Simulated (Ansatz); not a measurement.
The cluster Na8P⁻, relaxed as a singlet with RKS PBE0-D4/def2-SVPD in Ansatz, starting from the GFN2-xTB geometry. Force threshold 0.02 eV/Å.

The restricted singlet is unstable towards broken spin symmetry in Hartree–Fock (as tested in another run); at PBE0-D4/def2-SVPD this wasn't settled. Another isomer (singlet) lies 0.23 eV lower at PBE0-D4/def2-TZVPD; other spin states weren't run for this one.

Start:

```xyz
9

P    -1.1727    0.4418   -0.0072
Na    1.2814    0.2018    2.8130
Na   -3.0472   -0.1842   -1.3630
Na    2.1466   -2.3840   -1.1126
Na    3.3741   -0.3563    0.4885
Na   -0.3322   -0.0420   -2.3339
Na   -1.9638   -2.5004   -2.9610
Na    1.1166    3.1399    2.4900
Na   -1.4028    1.6835    1.9864
```

```csv
step,energy (eV),largest force component (eV/Å),SCF passes
1,-44578.6257,1.069,21
2,-44579.2959,0.587,28
3,-44579.7154,0.595,29
4,-44579.9684,0.479,29
5,-44580.1367,0.348,30
6,-44580.2680,0.190,30
7,-44580.3932,0.152,28
8,-44580.4902,0.170,31
9,-44580.5691,0.809,31
10,-44580.6550,0.310,29
11,-44580.7664,0.314,33
14,-44580.9076,0.153,33
17,-44581.0411,0.462,30
20,-44581.0777,0.147,31
23,-44581.0898,1.529,30
26,-44581.1274,0.043,31
29,-44581.1305,0.039,32
32,-44581.1478,0.121,28
35 (rejected),-44581.0828,1.097,29
38,-44581.1534,0.099,29
41 (rejected),-44581.0854,0.480,29
44 (rejected),-44581.1649,0.771,31
47 (rejected),-44581.1210,0.090,31
50 (rejected),-44581.1709,0.535,31
53,-44581.1746,0.026,20
56 (rejected),-44581.1462,1.875,30
57,-44581.1754,0.013,24
```

Force components are those of the run's own axes.

End:

| atom | x (Å) | y (Å) | z (Å) |
| --- | --- | --- | --- |
| P1 | -1.016 | 1.415 | 0.478 |
| Na2 | 0.010 | -0.986 | 1.232 |
| Na3 | -3.075 | 0.073 | -0.621 |
| Na4 | 2.312 | -2.893 | -1.496 |
| Na5 | 3.752 | -0.090 | 0.318 |
| Na6 | 0.382 | 0.687 | -1.732 |
| Na7 | -1.267 | -2.818 | -2.159 |
| Na8 | 1.284 | 2.478 | 1.400 |
| Na9 | -2.381 | 2.134 | 2.579 |

Bonds formed: P1–Na2, P1–Na8, Na4–Na7, Na5–Na8 (atoms count from 1). Metal–metal contacts that move far: Na2–Na3 6.03 to 3.75 Å, Na6–Na8 5.96 to 3.72 Å, Na2–Na6 5.40 to 3.42 Å, Na2–Na9 3.18 to 4.16 Å, Na8–Na9 2.95 to 3.86 Å, Na6–Na7 3.02 to 3.90 Å.

No frequencies were taken in this run, so the end may be a saddle point.

Run time 6.1 min (4 threads of Arm Neoverse V1 on a shared host).
